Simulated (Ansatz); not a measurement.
SbMe3 (C3H9Sb). Charge 0, multiplicity 1. Geometry PBE0-D4/def2-SVP; atoms count from 1.

```csv
atom,x (Å),y (Å),z (Å)
Sb1,-0.510,-1.088,0.041
C2,1.087,-0.508,1.395
H3,0.740,-0.589,2.436
H4,1.398,0.528,1.195
H5,1.949,-1.178,1.262
C6,-1.651,0.736,0.343
H7,-0.994,1.614,0.260
H8,-2.116,0.723,1.339
H9,-2.447,0.805,-0.413
C10,0.506,-0.352,-1.733
H11,-0.200,-0.313,-2.575
H12,1.329,-1.031,-1.999
H13,0.909,0.655,-1.550
```

In the def2 sets Sb takes a core potential; there is no spin–orbit coupling.

(1) Estimate the Mulliken populations from the PBE0/def2-TZVP orbitals of Ansatz.

(2) And the Mayer bond orders between bonded heavy atoms (over 0.3)?

## Answers

(1) 
| atom | charge (e) |
| --- | --- |
| Sb1 | 0.55 |
| C2 | -0.60 |
| H3 | 0.14 |
| H4 | 0.13 |
| H5 | 0.14 |
| C6 | -0.60 |
| H7 | 0.13 |
| H8 | 0.14 |
| H9 | 0.14 |
| C10 | -0.60 |
| H11 | 0.14 |
| H12 | 0.14 |
| H13 | 0.13 |
Mulliken values and Mayer orders depend strongly on the basis.

(2) Sb1–C2 0.93 (2.17 Å); Sb1–C6 0.93 (2.17 Å); Sb1–C10 0.93 (2.17 Å).
